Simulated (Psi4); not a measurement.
CH3O2, charge +1, singlet, geometry from GFN2-xTB. Base run: R2SCAN/pcseg-1 in Psi4 1.11.

The Psi4 input:
```
memory 2 GB

molecule mol {
1 1
O    -1.054347   -0.407455   -0.125618
C    -0.104443    0.404061   -0.046834
O     1.111948    0.184612    0.151448
H    -0.915581   -1.376923   -0.029918
H    -0.378179    1.463063   -0.169580
H     1.459610   -0.727763    0.273866
}

set {
  basis pcseg-1
  reference rks
}

energy('r2scan')
print_variables()
```

Each row names what was changed in the base input (with any setting that the change needs).

```json
[
 {"change": "base", "E (Eh)": "-189.90975", "core-seconds (rough)": "7"},
 {"change": "functional = b3lyp5", "E (Eh)": "-189.92391", "core-seconds (rough)": "4"},
 {"change": "functional = hse06", "E (Eh)": "-189.82248", "core-seconds (rough)": "7"},
 {"change": "functional = pw6b95", "E (Eh)": "-190.22500", "core-seconds (rough)": "5"},
 {"change": "functional = b97m-v", "E (Eh)": "-189.95046", "core-seconds (rough)": "40"},
 {"change": "functional = x3lyp", "E (Eh)": "-189.94216", "core-seconds (rough)": "4"},
 {"change": "functional = tpss", "E (Eh)": "-190.03522", "core-seconds (rough)": "7"},
 {"change": "functional = bp86", "E (Eh)": "-190.01806", "core-seconds (rough)": "4"},
 {"change": "functional = wb97x", "E (Eh)": "-189.96229", "core-seconds (rough)": "4"},
 {"change": "functional = pbe0-dh", "E (Eh)": "-189.77978", "core-seconds (rough)": "4"},
 {"change": "functional = wb97m-v", "E (Eh)": "-189.94464", "core-seconds (rough)": "50"},
 {"change": "functional = b2plyp", "E (Eh)": "-189.84036", "core-seconds (rough)": "4"},
 {"change": "functional = m06", "E (Eh)": "-189.91296", "core-seconds (rough)": "7"}
]
```

Total energies compare only within one method and basis.
